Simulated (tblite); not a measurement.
A tight-binding relaxation on `FC(C[C@H]([CH]C)Cl)F` [radical].

Computed with GFN2-xTB geometry optimisation, gas phase (tblite 0.8.0). Start geometry: from a force field or distance geometry. A driver script takes a list of jobs; this job's settings line and coordinates (Å) are shown.

Command:
```bash
OMP_NUM_THREADS=1 python probes_run.py task.json out
```

Input:
```
{"job": {"kind": "relax", "xc": "GFN2-xTB", "basis": "xTB"}, "charge": 0, "multiplicity": 2}
C      2.214600     1.278500     0.445200
C      1.368100     0.064400     0.261200
C     -0.107300     0.173400     0.174700
Cl    -0.777100     0.110400     1.823300
C     -0.701800    -0.937000    -0.686200
C     -2.189300    -0.754100    -0.929500
F     -2.400400     0.422900    -1.576800
F     -2.616200    -1.729900    -1.753600
H      2.129800     1.655200     1.470500
H      3.252300     1.046600     0.253300
H      1.896900     2.066200    -0.251200
H      1.820700    -0.912900     0.457600
H     -0.391900     1.156700    -0.229900
H     -0.195200    -0.938800    -1.673100
H     -0.520800    -1.915700    -0.253000
H     -2.790000    -0.777100    -0.003900
```

Output:
```
step      E/eV     max force
  0    -781.97201    1.567
  1    -782.03106    1.015
  2    -782.07378    0.296
  3    -782.08122    0.178
  4    -782.08442    0.132
  5    -782.08600    0.109
  6    -782.08738    0.109
  7    -782.08850    0.122
  8    -782.08979    0.117
  9    -782.09130    0.118
... (76 lines left out)
 86    -782.11401    0.033
 87    -782.11415    0.028
 88    -782.11423    0.019
 89    -782.11427    0.014
 90    -782.11430    0.031
 91    -782.11435    0.023
 92    -782.11442    0.015
 93    -782.11449    0.014
 94    -782.11451    0.013
 95    -782.11454    0.009
```

«max force» is the largest atomic force in eV/Å.

Q: From which step on does the largest force stay under 0.1 eV/Å, and how much energy is left to gain from there?

A: From step 11 (0.086 eV/Å), 20.8 meV above the end.

Summary of the converged run: energy lowered by 3.3 kcal/mol over 95 steps; largest atomic force 0.009 eV/Å at the end.

Q: Give the final coordinates.

A: 0.258 Å rms from the input after alignment:
```
atom  x, y, z in Å
C1     2.2107    1.2737    0.5370
C2     1.3691    0.1049    0.2217
C3    -0.0361    0.2034   -0.0010
Cl4   -0.8843    0.2628    1.7610
C5    -0.6813   -0.9694   -0.7130
C6    -2.1708   -0.7590   -0.9369
F7    -2.3831    0.2749   -1.7897
F8    -2.7144   -1.8493   -1.5301
H9     2.4578    1.2915    1.6035
H10    3.1596    1.2172    0.0015
H11    1.7072    2.2046    0.2882
H12    1.8051   -0.8753    0.3368
H13   -0.3593    1.1651   -0.3982
H14   -0.2099   -1.0888   -1.6927
H15   -0.5449   -1.8904   -0.1451
H16   -2.7330   -0.5569   -0.0143
```

On an Arm Neoverse V2 with one thread, shared host, this took 0.49 s of wall time.
Labels such as C1 count atoms from 1, the log's own numbers from 0.
